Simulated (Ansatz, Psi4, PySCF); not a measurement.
ClMg, charge +1, singlet, geometry from GFN2-xTB (such geometries of metal compounds can be far from the true shape), atoms displaced at random by about 0.08 Å a coordinate. Base run: HF/def2-SVP, gradient in PySCF.

Input for PySCF:
```python
from pyscf import gto, scf

mol = gto.Mole()
mol.atom = '''
    Mg    0.01301037   -0.06621903   -1.11850853
    Cl    0.02309002   -0.12743049    0.89411056
'''
mol.basis = 'def2-svp'
mol.charge = 1
mol.verbose = 4
mol.build()

mf = scf.RHF(mol)
mf.kernel()
g = mf.nuc_grad_method()
grad = g.kernel()
```

Programs used: Ansatz (a quantum-chemistry and plane-wave program), Psi4, PySCF; a row that names a program was run with it.

The coordinate followed is y of atom 1.

The base run was repeated with changes; each row names its change, and settings that it needs were set with it.

```csv
change,dE/dx (Eh/bohr),net force (Eh/bohr)
base,-0.001672,0.000000
finite difference step (bohr) = 0.01; conv_tol = 1e-11,-0.001672,-
density fitting = on; auxbasis_response = off,-0.001659,0.001631
density fitting = on,-0.001673,0.000000
finite difference step (bohr) = 1e-5; conv_tol = 1e-11,-0.001672,-
conv_tol = 1e-11,-0.001672,0.000000
finite difference step (bohr) = 0.2; conv_tol = 1e-11,-0.001627,-
finite difference step (bohr) = 1e-4; conv_tol = 1e-11,-0.001672,-
code = ansatz,-0.001672,0.000000
code = psi4,-0.001672,0.000000
conv_tol = 1e-4,-0.001679,0.000000
conv_tol = 1e-6,-0.001672,0.000000
```

The net force is zero for an exact gradient.
